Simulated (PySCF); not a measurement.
Simulation results for AlClGeHN, AlClGeH4N, Cl3Ge, ClGe2H3N

Computed with PySCF 2.14.0. Calculation on a computer-drawn molecule: the log of a Hartree-Fock and frozen-core CCSD(T) single point meant for a local Hartree-Fock minimum, with one planted fault or none, to be diagnosed. Offsets are logged minus clean, where the clean run is the same molecule without the fault. The reference is restricted for singlets and unrestricted otherwise, and also for a bond in bohr or an excited solution. Adding or removing an electron swaps singlet and doublet. The excited solution moves the top pair (singlet) or top alpha electron (doublet) to the lowest empty orbital. Highest occupied and lowest empty are orbital energies over both spins, largest force is the largest gradient component, triples share is (T) over the correlation energy, the T1 limit is 0.02 restricted and 0.045 unrestricted, electrons count all cores, a negative frequency is imaginary (commonest isotopes), and the dipole is about the centre of nuclear charge; on germanium a core potential holds 10 electrons, which the energies leave out, and 3d is frozen in MP2 and coupled-cluster steps.

Common to all runs: meant basis cc-pV(D+d)Z; meant basis and core potential on germanium cc-pVDZ-PP ECP10MDF; logged SCF converged yes; possible faults no fault, one electron removed, one electron added, multiplicity raised by two, geometry at a saddle point, SCF held on an excited solution, minimal basis STO-3G, one bond length entered in bohr, all coordinates scaled.

(1) 
```xyz
5
formula=AlClGeHN meant_charge=0 meant_multiplicity=1 logged_electrons=70 logged_basis_functions=88 logged_spin_squared=0 logged_highest_occupied=-7.9388 logged_lowest_empty=-0.009616 logged_largest_force=0.047298 logged_T1_diagnostic=0.026612 logged_D1_diagnostic=0.080758 logged_triples_share=0.04407 logged_CC_converged=yes logged_dipole_magnitude=2.3929 logged_SCF_stable_within_its_kind=yes logged_energy_HF=-1049.81066 logged_energy_CCSD(T)=-1050.31392 planted_fault=all_coordinates_scaled,by_+9.0_% HF_energy_offset_from_clean_run=24.44 CCSD(T)_energy_offset_from_clean_run=12.69
Cl     1.5710     2.4228    -1.3821
Al     1.6938     1.5883     0.7051
N      1.7983     0.9083     2.3341
Ge     1.9779    -0.0372     4.0473
H      1.5125     1.2695     5.1225
```

Units: logged_highest_occupied, logged_lowest_empty in eV; logged_largest_force in hartree/bohr; logged_dipole_magnitude in debye; logged_energy_HF, logged_energy_CCSD(T) in hartree; HF_energy_offset_from_clean_run, CCSD(T)_energy_offset_from_clean_run in kcal/mol.

Drawn bonds:
```csv
atom,other atom,order
1,2,1
2,3,2
3,4,1
4,5,1
```

Notes: T1 above single-reference limit.

(2) 
```xyz
8
formula=AlClGeH4N meant_charge=0 meant_multiplicity=2 logged_electrons=74 logged_basis_functions=103 logged_spin_squared=0 logged_highest_occupied=-0.83198 logged_lowest_empty=7.2965 logged_largest_force=0.06608 logged_T1_diagnostic=0.01482 logged_D1_diagnostic=0.047582 logged_triples_share=0.027196 logged_CC_converged=yes logged_dipole_magnitude=8.4493 logged_SCF_stable_within_its_kind=yes logged_energy_HF=-1051.66779 logged_energy_CCSD(T)=-1052.20793 planted_fault=one_electron_added HF_energy_offset_from_clean_run=1.25 CCSD(T)_energy_offset_from_clean_run=-19.79
Cl     0.7816     1.1692     1.6989
Al    -0.2015     0.5221    -0.0834
N     -0.3644     1.7222    -1.3761
Ge    -1.1281     1.6032    -3.0530
H      0.0180     2.6368    -1.1880
H     -0.0859     1.8913    -4.1393
H     -1.6561     0.1741    -3.2014
H     -2.2812     2.6035    -3.1907
```

Units: logged_highest_occupied, logged_lowest_empty in eV; logged_largest_force in hartree/bohr; logged_dipole_magnitude in debye; logged_energy_HF, logged_energy_CCSD(T) in hartree; HF_energy_offset_from_clean_run, CCSD(T)_energy_offset_from_clean_run in kcal/mol.

Drawn bonds:
```csv
atom,other atom,order
1,2,1
2,3,1
3,4,1
3,5,1
4,6,1
4,7,1
4,8,1
```

(3) 
```xyz
8
formula=AlClGeH4N meant_charge=0 meant_multiplicity=2 logged_electrons=73 logged_basis_functions=103 logged_spin_squared=0.753 logged_highest_occupied=-8.8845 logged_lowest_empty=0.80842 logged_largest_force=2.068e-05 logged_lowest_frequency=70.223 logged_T1_diagnostic=0.014265 logged_D1_diagnostic=0.045294 logged_triples_share=0.026099 logged_CC_converged=yes logged_dipole_magnitude=2.1594 logged_SCF_stable_within_its_kind=yes logged_energy_HF=-1051.66979 logged_energy_CCSD(T)=-1052.1764 planted_fault=no_fault HF_energy_offset_from_clean_run=0 CCSD(T)_energy_offset_from_clean_run=0
Cl     0.7816     1.1692     1.6989
Al    -0.2015     0.5221    -0.0834
N     -0.3644     1.7222    -1.3761
Ge    -1.1281     1.6032    -3.0530
H      0.0180     2.6368    -1.1880
H     -0.0859     1.8913    -4.1393
H     -1.6561     0.1741    -3.2014
H     -2.2812     2.6035    -3.1907
```

Units: logged_highest_occupied, logged_lowest_empty in eV; logged_largest_force in hartree/bohr; logged_lowest_frequency in cm⁻¹; logged_dipole_magnitude in debye; logged_energy_HF, logged_energy_CCSD(T) in hartree; HF_energy_offset_from_clean_run, CCSD(T)_energy_offset_from_clean_run in kcal/mol.

Drawn bonds:
```csv
atom,other atom,order
1,2,1
2,3,1
3,4,1
3,5,1
4,6,1
4,7,1
4,8,1
```

(4) 
```xyz
4
formula=Cl3Ge meant_charge=1 meant_multiplicity=1 logged_electrons=82 logged_basis_functions=92 logged_spin_squared=0 logged_highest_occupied=-10.485 logged_lowest_empty=-13.552 logged_largest_force=0.045051 logged_CC_converged=no logged_dipole_magnitude=0.0068239 logged_SCF_stable_within_its_kind=no logged_energy_HF=-1671.0892 planted_fault=SCF_held_on_an_excited_solution HF_energy_offset_from_clean_run=380
Cl     2.1819     0.7870     1.6142
Ge     1.3135     0.0744     3.3218
Cl    -0.6724     0.4057     3.6736
Cl     2.4309    -0.9701     4.6777
```

Units: logged_highest_occupied, logged_lowest_empty in eV; logged_largest_force in hartree/bohr; logged_dipole_magnitude in debye; logged_energy_HF in hartree; HF_energy_offset_from_clean_run in kcal/mol.

Drawn bonds:
```csv
atom,other atom,order
1,2,1
2,3,1
2,4,1
```

Notes: CCSD not converged.

(5) 
```xyz
7
formula=ClGe2H3N meant_charge=1 meant_multiplicity=1 logged_electrons=89 logged_basis_functions=98 logged_spin_squared=0.7634 logged_highest_occupied=-22.213 logged_lowest_empty=-11.969 logged_largest_force=0.12458 logged_T1_diagnostic=0.032144 logged_D1_diagnostic=0.17249 logged_triples_share=0.03097 logged_CC_converged=yes logged_dipole_magnitude=5.2757 logged_SCF_stable_within_its_kind=yes logged_energy_HF=-1101.70331 logged_energy_CCSD(T)=-1102.17551 planted_fault=one_electron_removed HF_energy_offset_from_clean_run=311.7 CCSD(T)_energy_offset_from_clean_run=341.6
Cl     0.6176     2.9136    -0.9953
Ge    -0.6360     2.0209     0.4130
N     -2.2532     1.7537     0.0657
Ge    -3.8291     1.6128    -0.5291
H      0.0305     1.6568     1.7088
H     -4.8230     2.7226    -0.2836
H     -4.2453     0.3519    -1.2476
```

Units: logged_highest_occupied, logged_lowest_empty in eV; logged_largest_force in hartree/bohr; logged_dipole_magnitude in debye; logged_energy_HF, logged_energy_CCSD(T) in hartree; HF_energy_offset_from_clean_run, CCSD(T)_energy_offset_from_clean_run in kcal/mol.

Drawn bonds:
```csv
atom,other atom,order
1,2,1
2,3,1
3,4,2
2,5,1
4,6,1
4,7,1
```
